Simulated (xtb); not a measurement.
H2Se, charge -1, doublet, at the geometry of the source list (a state made from the parent by changing its charge; the spin is typed, not shown lowest); GFN2-xTB with ALPB(water) (xtb).

Here is a job for xtb.
```
$ xtb mol.xyz --gfn 2 --chrg -1 --uhf 1 --alpb water --json

# file mol.xyz
3

Se    -0.00260000     0.66900000     0.00000000
H     -1.03130000    -0.33780000     0.00000000
H      1.03390000    -0.33120000    -0.00000000
```

Q: Write the output that xtb gives for this input, abridged.

A: 
```
   ID    Z sym.   atoms
    1   34 Se     1
    2    1 H      2, 3

           -------------------------------------------------
          |                Calculation Setup                |
           -------------------------------------------------

           -------------------------------------------------
          |                 G F N 2 - x T B                 |
           -------------------------------------------------

      * Solvation model:               ALPB
        Solvent                        water
        Parameter file                 internal GFN2-xTB/ALPB
        Dielectric constant                8.0200E+01
        Reference state                gsolv [1 M gas/solution]
        Free energy shift                  1.0808E-03 Eh       6.7819E-01 kcal/mol
        Temperature                        2.9815E+02 K
        Density                            1.0000E+00 kg/L
        Solvent mass                       1.8000E+01 g/mol
        Interaction kernel             P16
        Born radius scaling (c1)           1.4744E+00
        Born radii integrator          GBOBC
        Born offset                        0.0000E+00 a0       0.0000E+00 AA
        H-bond correction              true
        Ion screening                  false
        Surface tension                    1.0000E-05 Eh       1.5569E+01 dyn/cm
        Grid points                               230 per atom

          ...................................................
          :                      SETUP                      :
          :.................................................:
          :  # basis functions                  12          :
          :  # atomic orbitals                  11          :
          :  # shells                            5          :
          :  # electrons                         9          :
          :  max. iterations                   250          :
          :  Hamiltonian                  GFN2-xTB          :
          :  restarted?                      false          :
          :  GBSA solvation                   true          :
          :  PC potential                    false          :
          :  electronic temp.          300.0000000     K    :
          :  accuracy                    1.0000000          :
          :  -> integral cutoff          0.2500000E+02      :
          :  -> integral neglect         0.1000000E-07      :
          :  -> SCF convergence          0.1000000E-05 Eh   :
          :  -> wf. convergence          0.1000000E-03 e    :
          :  Broyden damping             0.4000000          :
          :  net charge                         -1          :
          :  unpaired electrons                  1          :
          ...................................................

 iter      E             dE          RMSdq      gap      omega  full diag
   1     -4.4259946 -0.442599E+01  0.884E+00    2.12       0.0  T
   2     -4.4271608 -0.116624E-02  0.558E+00    2.05       1.0  T
   3     -4.4285017 -0.134081E-02  0.100E+00    1.92       1.0  T
   4     -4.4287462 -0.244519E-03  0.196E-01    1.94       1.0  T
   5     -4.4287539 -0.775726E-05  0.506E-02    1.93       1.1  T
   6     -4.4287540 -0.448318E-07  0.897E-03    1.93       6.4  T
   7     -4.4287540  0.231518E-08  0.425E-03    1.93      13.6  T
   8     -4.4287540 -0.493158E-08  0.155E-03    1.93      37.1  T
   9     -4.4287540 -0.201004E-09  0.155E-04    1.93     373.0  T
  10     -4.4287540 -0.391864E-11  0.474E-05    1.93    1217.3  T

   *** convergence criteria satisfied after 10 iterations ***

         :::::::::::::::::::::::::::::::::::::::::::::::::::::
         ::                     SUMMARY                     ::
         :::::::::::::::::::::::::::::::::::::::::::::::::::::
         :: total energy              -4.415176213965 Eh    ::
         :: total w/o Gsasa/hb        -4.398611902672 Eh    ::
         :: gradient norm              0.105613181909 Eh/a0 ::
[...]
         :: -> isotropic ES            0.106243408079 Eh    ::
         :: -> anisotropic ES         -0.007114596336 Eh    ::
         :: -> anisotropic XC          0.002169247356 Eh    ::
         :: -> dispersion             -0.000339851177 Eh    ::
         :: -> Gsolv                  -0.123424218702 Eh    ::
         ::    -> Gelec               -0.106859907409 Eh    ::
         ::    -> Gsasa                0.000444032906 Eh    ::
         ::    -> Ghb                 -0.018089103897 Eh    ::
         ::    -> Gshift               0.001080759698 Eh    ::
         :: repulsion energy           0.013577763032 Eh    ::
         :: add. restraining           0.000000000000 Eh    ::
         :: total charge              -1.000000000000 e     ::
         :::::::::::::::::::::::::::::::::::::::::::::::::::::

           -------------------------------------------------
          |                Property Printout                |
           -------------------------------------------------

    * Orbital Energies and Occupations

         #    Occupation            Energy/Eh            Energy/eV
      -------------------------------------------------------------
         1        2.0000           -0.7520034             -20.4631
         2        2.0000           -0.4770378             -12.9809
         3        2.0000           -0.4670390             -12.7088
         4        2.0000           -0.4202372             -11.4352
         5        1.0000           -0.2278379              -6.1998 (HOMO)
         6                         -0.1568162              -4.2672 (LUMO)
         7                         -0.0659828              -1.7955
         8                         -0.0638415              -1.7372
         9                         -0.0581212              -1.5816
        10                          0.4193442              11.4109
        11                          0.9677637              26.3342
      -------------------------------------------------------------
                  HL-Gap            0.0710217 Eh            1.9326 eV
             Fermi-level           -0.2581823 Eh           -7.0255 eV

     #   Z          covCN         q      C6AA      α(0)
     1  34 Se       1.850    -1.490   292.827    29.818
     2   1 H        0.925     0.245     0.895     1.480
     3   1 H        0.925     0.245     0.899     1.483

 Mol. C6AA /au·bohr⁶  :        360.989857
 Mol. C8AA /au·bohr⁸  :      22772.485282
 Mol. α(0) /au        :         32.780554

Wiberg/Mayer (AO) data.
largest (>0.10) Wiberg bond orders for each atom

 ---------------------------------------------------------------------------
     #   Z sym  total        # sym  WBO       # sym  WBO       # sym  WBO
 ---------------------------------------------------------------------------
     1  34 Se   1.706 --     3 H    0.853     2 H    0.853
     2   1 H    0.921 --     1 Se   0.853
     3   1 H    0.921 --     1 Se   0.853
 ---------------------------------------------------------------------------

Topologies differ in total number of bonds
Writing topology from bond orders to xtbtopo.mol

molecular dipole:
                 x           y           z       tot (Debye)
 q only:        0.007      -2.193       0.000
   full:        0.007      -2.194       0.000       5.575
molecular quadrupole (traceless):
                xx          xy          yy          xz          yz          zz
 q only:        2.958       0.023      -3.118       0.000       0.000       0.160
  q+dip:        3.125       0.026      -3.462       0.000       0.000       0.337
   full:        2.476       0.028      -3.639       0.000       0.000       1.163

           -------------------------------------------------
          | TOTAL ENERGY               -4.415176213965 Eh   |
          | GRADIENT NORM               0.105613181909 Eh/α |
          | HOMO-LUMO GAP               1.932599023485 eV   |
           -------------------------------------------------

normal termination of xtb
```
